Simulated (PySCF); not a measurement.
A GIAO shielding run with PySCF 2.14.0 with density-fitted response routines (density fitting, non-relativistic, gas phase) on SMILES C/C=C\[P@H](=O)CCC#N, C6H10NOP:

```
$ OMP_NUM_THREADS=1 python probes_run.py task.json out

{"job": {"kind": "nmr", "xc": "PBE0", "basis": "pcSseg-1"}, "charge": 0, "multiplicity": 1}
C      2.208997     1.078714    -0.289576
C      2.356917    -0.397181    -0.373880
C      1.468952    -1.287781     0.050042
P     -0.114634    -0.950947     0.845465
O     -0.715324    -2.140459     1.453740
C     -1.222809    -0.197788    -0.421394
C     -2.563020     0.086922     0.259024
C     -2.401163     1.141881     1.225285
N     -2.241938     1.994775     1.969713
H      3.082379     1.510858     0.197475
H      1.317924     1.361572     0.263311
H      2.156227     1.502438    -1.292615
H      3.277571    -0.745627    -0.828437
H      1.650363    -2.352172    -0.038998
H      0.105176     0.081397     1.754088
H     -1.352493    -0.948405    -1.207405
H     -0.797252     0.703500    -0.860970
H     -2.897728    -0.814793     0.783516
H     -3.327947     0.382346    -0.465516
```

Hardware: 1 thread of an Arm Neoverse V2, shared host. The job also computes population analyses, field gradients.

(1) How large is the calculation?

(2) How long does it take, and how much memory does it need?

## Answers

(1) 76 electrons, 210 basis functions and 1104 auxiliary functions.

(2) 36 s of wall time, with 15 SCF cycles and 5 response iterations; peak memory 0.94 GiB. Times on a shared host scatter by some tens of per cent.
